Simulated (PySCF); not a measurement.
**UHF on Ni+ (nickel, charge +1)**

Configuration: [Ar] 3d8 4s1, high-spin 4F determinant (an excited configuration). All numbers are calculated (PySCF 2.14, the non-relativistic Hamiltonian (point nucleus), in def2-QZVPPD).

| Property | Result |
| --- | --- |
| Total energy | -1506.622677 hartree |
| One-electron energy | -2084.4681 hartree |
| Hartree (Coulomb) energy | 639.4640 hartree |
| Exchange energy | -61.6186 hartree |
| Kinetic energy | 1506.62298 hartree |
| ⟨S²⟩ | 3.7518 |
| ⟨L²⟩ | 12.027 |
| Sum of ⟨r⟩ | 18.45 bohr |
| Sum of ⟨r²⟩ | 23.88 bohr² |
| Density at the nucleus (Gaussians lack the cusp) | 14800 bohr⁻³ |
| Spin density at the nucleus | 5.26 bohr⁻³ |
| Langevin diamagnetic susceptibility | -18.9 ×10⁻⁶ cm³/mol |

```
shell  electrons  mean orbital energy (hartree)  spread (hartree)  rms radius, mean of both spins (bohr)
 1s α          1                     -305.94401                 0                                 0.0635
 1s β          1                     -305.93911                 0                                 0.0635
 2s α          1                      -38.27533                 0                                  0.268
 2s β          1                      -38.19618                 0                                  0.268
 2p α          3                      -33.29817                 0                                  0.239
 2p β          3                      -33.22385                 0                                  0.239
 3s α          1                       -5.31042                 0                                  0.805
 3s β          1                       -5.10249                 0                                  0.805
 3p α          3                       -3.71965                 0                                  0.852
 3p β          3                       -3.48047                 0                                  0.852
 3d α          5                       -1.06838           0.05693                                   1.09
 3d β          3                       -0.97159                 0                                   1.09
 4s α          1                       -0.58667                 0                                   2.87
```

Spin-orbit constants ζ (cm⁻¹) from the X2C one-electron operator on these orbitals (non-relativistic here): bare nucleus, nucleus screened by l(l+1)(2l+1)/3 electrons, and screened by the Breit-Pauli mean field of the electrons.

```json
{"shell": "2p", "bare": "94010", "screened nucleus": "87290", "mean field": "n/a"}
{"shell": "3p", "bare": "11530", "screened nucleus": "10710", "mean field": "n/a"}
{"shell": "3d", "bare": "1165", "screened nucleus": "749.2", "mean field": "n/a"}
```

To first order the Landé constant is A = -249.7 cm⁻¹, so the lowest level has J = 9/2 and lies 0.139 eV below the centre of the term. This holds in LS coupling only.
